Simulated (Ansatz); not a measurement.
Isolated molecules relaxed with PBE0-D4/def2-TZVP in Ansatz; ΔE leaves out vibrations. CBS: MP2 limit from def2 TZ/QZ plus the TZ coupled-cluster correction, frozen cores. This one scheme is used for every species, atoms too. DFT in def2-TZVPP. B3LYP here is the variant with VWN-RPA as its local correlation; programs differ in this. Open shells (•) are unrestricted, without spin–orbit coupling. Spin–orbit coupling would lower the free atoms: a little for F; strongly for I, In. Elements past krypton have def2 core potentials. Bonds to I, In are less sure, by a few kJ/mol each and by 10 to 20 or more in all where they break to atoms, as the def2 sets lack core-valence functions.

`[F][In]([F])[I]` → 2 F• + I• + In•  (atomization)

`[F][In]([F])[I]`:

```xyz
4

F     1.810   -0.153   -0.818
In    0.056   -0.093   -0.019
F    -0.603   -1.854    0.407
I    -1.263    2.100    0.430
```

(1) What is ΔE at CCSD(T)/CBS? (Best estimate.)

(2) What do these levels give: PBE-D4, r2SCAN-D4, B3LYP-D4, ωB97X-V, ωB97M-V, B2PLYP, PBE-QIDH, BLYP, RPA@PBE/def2-TZVPP, CCSD/def2-SVP, CCSD(T)/def2-TZVPP, MP2/CBS(def2)? (Best estimate.)

Largest T1 diagnostic among the species: 0.015.

## Answers

(1) The calculation gave: +1101.2 kJ/mol.

(2) The calculation gave: PBE-D4 1104.5, r2SCAN-D4 1079.6, B3LYP-D4 1034.9, ωB97X-V 1080.3, ωB97M-V 1060.4, B2PLYP 1044.8, PBE-QIDH 1054.5, BLYP 1039.5, RPA@PBE/def2-TZVPP 920.1, CCSD/def2-SVP 958.9, CCSD(T)/def2-TZVPP 1036.7, MP2/CBS(def2) 1172.4 kJ/mol.

The D4 term adds +14.9 kJ/mol with B3LYP and +7.9 kJ/mol with PBE0; it sums over pairs of atoms, weighted by their polarisabilities, and B3LYP, whose exchange is more repulsive, gets the larger term. In def2-TZVPP, CCSD(T) changes the Hartree–Fock value by +341.0 kJ/mol (the triples alone add +34.4 kJ/mol) and MP2 by +412.2 kJ/mol; breaking electron pairs costs correlation energy, which Hartree–Fock lacks. At CCSD(T), def2-SVP lies −125.3 kJ/mol from the extrapolated value and def2-TZVPP −64.5 kJ/mol: correlation converges slowly with the basis, and small sets miss more of it in the bonded molecule than in its fragments.

For atomizations the MP2-based limit and the directly extrapolated one differ by several kJ/mol either way, and by 10 to 25 for some Ge, Se and Sn compounds, so smaller differences from it don't rank the levels.
